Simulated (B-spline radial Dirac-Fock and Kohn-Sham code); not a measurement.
Two-hole binding energies of N³⁻

System: nitrogen as N³⁻ in the configuration [He] 2s2 2p6, inside a Watson sphere of charge +3 and radius 1.752 Å (a model of the Madelung potential; inside it an electron's potential energy is lowered by 24.7 eV).

The computed values come from a B-spline atomic structure program: relaxed Dirac-Fock hole states (ΔSCF) with Breit and QED corrections and a finite nucleus. U is the two-hole binding energy less the two single-hole energies, the effective repulsion of the holes after relaxation. Each two-hole energy is an average over J within one jj subconfiguration.

```
          holes  E(a) (eV)  E(b) (eV)  E(ab) (eV)  U (eV)
           1s⁻²      400.0      400.0       873.1    73.1
   1s⁻¹ 2p1/2⁻¹      400.0       5.37       413.7     8.4
   1s⁻¹ 2p3/2⁻¹      400.0       5.36       413.7     8.3
           2s⁻²      19.04      19.04       48.89    10.8
   2s⁻¹ 2p1/2⁻¹      19.04       5.37       32.31     7.9
   2s⁻¹ 2p3/2⁻¹      19.04       5.36       32.30     7.9
        2p1/2⁻²       5.37       5.37           ?       ?
        2p3/2⁻²       5.36       5.36       18.83     8.1
2p1/2⁻¹ 2p3/2⁻¹       5.37       5.36       18.62     7.9
```

**Question.** Give the missing two-hole energy and U.

**Answer.** E(ab) = 19.31 eV and U = 8.6 eV.
